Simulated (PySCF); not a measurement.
Several molecules and their computed UV-vis stick spectra, shuffled. Computed with TDDFT PBE0/def2-SVPD, vertical, gas phase, core orbitals frozen in the response in PySCF 2.14.0, density-fitted response routines. Geometries: GFN2-xTB; one conformer of each isolated species. Triplets are in the Tamm–Dancoff approximation.

A. `[SiH3]c1c(C)nns1`
B. `FC(F)(F)[C@@H](C)[C@H](F)C`
C. `C=N[SiH3]`
D. `N#C[Si]1([SiH2]C[SiH2]1)C#N`

Lowest singlet levels (six at most, fewer where fewer were computed) with oscillator strengths:

1. 308 nm (f 0.000); 205 nm (f 0.019); 178 nm (f 0.054); 172 nm (f 0.002); 169 nm (f 0.004); 164 nm (f 0.002); T1 3.38 eV
2. 134 nm (f 0.001); 132 nm (f 0.002); 129 nm (f 0.052); 128 nm (f 0.009); 127 nm (f 0.036); 125 nm (f 0.093); T1 8.95 eV
3. 315 nm (f 0.001); 242 nm (f 0.046); 216 nm (f 0.106); 207 nm (f 0.000); 205 nm (f 0.000); 199 nm (f 0.057); T1 3.24 eV
4. 253 nm (f 0.000); 216 nm (f 0.022); 215 nm (f 0.075); 210 nm (f 0.000); 209 nm (f 0.233); 200 nm (f 0.009); T1 4.30 eV

Task: Which spectrum belongs to which structure?

Result: 1 = C, 2 = B, 3 = A, 4 = D.
- A: S1 at 3.93 eV, HOMO→LUMO (99%); Löwdin shares by element: HOMO nitrogen 73%, sulfur 14%, carbon 8% or more; LUMO nitrogen 36%, sulfur 23%, carbon 21% or more (atoms not listed hold the other 21%); HOMO -7.45 and LUMO -1.83 eV; point group Cs, 2 of its 6 listed states under f = 0.0005.
- B: S1 at 9.22 eV, HOMO→LUMO (92%); Löwdin shares by element: HOMO carbon 36% or more, fluorine 25% or more, hydrogen 10% or more (atoms not listed hold the other 29%); LUMO carbon 32% or more, fluorine 7% or more (atoms not listed hold the other 61%); HOMO -9.65 and LUMO 0.72 eV.
- C: S1 at 4.03 eV, HOMO→LUMO (99%); Löwdin shares by element: HOMO nitrogen 57%, carbon 16%, silicon 10%, hydrogen 6% or more; LUMO carbon 42%, nitrogen 34%, hydrogen 14% or more; HOMO -7.00 and LUMO -0.88 eV; point group Cs, 1 of its 6 listed states under f = 0.0005.
- D: S1 at 4.90 eV, HOMO→LUMO (98%); Löwdin shares by element: HOMO silicon 63%, carbon 6% or more (atoms not listed hold the other 31%); LUMO silicon 60%, carbon 8% or more (atoms not listed hold the other 32%); HOMO -8.43 and LUMO -2.21 eV.
A and C have S1 within 0.10 eV of each other; their strongest listed levels stand at 5.74 eV (f 0.106) and 6.95 eV (f 0.054).
